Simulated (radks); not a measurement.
The caesium ion Cs53+, configuration [He]. All-electron calculation, scalar-relativistic Kohn-Sham, AM05, spin-polarised, spherical densities, finite nucleus; Fermi nuclear charge, rms radius 4.8041 fm. Program: a radial shooting solver on a logarithmic mesh with Libxc functionals.

Normalised radial functions P(r) = r R(r), r in bohr:

r,1s
0.0009653,0.9638
0.001029,1.0185
0.001088,1.0686
0.00116,1.1287
0.001227,1.1838
0.001308,1.2497
0.001384,1.3101
0.001475,1.3822
0.00156,1.4482
0.001663,1.5270
0.001759,1.5990
0.001875,1.6847
0.001983,1.7629
0.002114,1.8560
0.002236,1.9407
0.002384,2.0412
0.002521,2.1325
0.002688,2.2407
0.002842,2.3387
0.00303,2.4544
0.003205,2.5590
0.003417,2.6821
0.003613,2.7930
0.003852,2.9230
0.004074,3.0396
0.004343,3.1759
0.004593,3.2975
0.004858,3.4210
0.005179,3.5642
0.005477,3.6909
0.005839,3.8368
0.006176,3.9649
0.006584,4.1112
0.006963,4.2385
0.007423,4.3824
0.007851,4.5062
0.00837,4.6443
0.008852,4.7613
0.009437,4.8895
0.009981,4.9958
0.01064,5.1094
0.01125,5.2008
0.012,5.2948
0.01269,5.3666
0.01353,5.4354
0.01431,5.4827
0.01525,5.5206
0.01613,5.5387
0.0172,5.5405
0.01819,5.5248
0.01939,5.4859
0.0205,5.4329
0.02169,5.3616
0.02312,5.2574
0.02445,5.1461
0.02607,4.9962
0.02757,4.8455
0.02939,4.6520
0.03108,4.4650
0.03314,4.2330
0.03505,4.0156
0.03736,3.7531
0.03951,3.5137
0.04212,3.2318
0.04455,2.9809
0.0475,2.6928
0.05023,2.4424
0.05355,2.1619
0.05664,1.9242
0.06038,1.6645
0.06386,1.4503
0.06808,1.2226
0.072,1.0399
0.07676,0.8515
0.08118,0.7049
0.08654,0.5585
0.09153,0.4485
0.09758,0.3424
0.1032,0.2657

1s: eigenvalue -41559 eV, 0 radial nodes, <r> = 0.0260 bohr, 90 % of the charge inside 0.0467 bohr.
